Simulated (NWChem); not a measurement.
# GeSiH3F, singlet; SMILES [F][Ge][SiH3]

Results from NWChem. Low-valent species are run as closed-shell singlets; no triplet was tried in these runs. Coordinates come from a PBE0/def2-SVP optimisation. B3LYP is NWChem's, with the RPA form of VWN correlation. Ions are spin-unrestricted doublets at the neutral geometry; other ion states weren't tried.

For level B3LYP/def2-SVP:

```
Item           Result
-------------  ------
−ε(HOMO) (eV)    6.32
```

Task: What are these values for level PBE/def2-SVP?

Result: 
- −ε(HOMO) (eV): 5.49
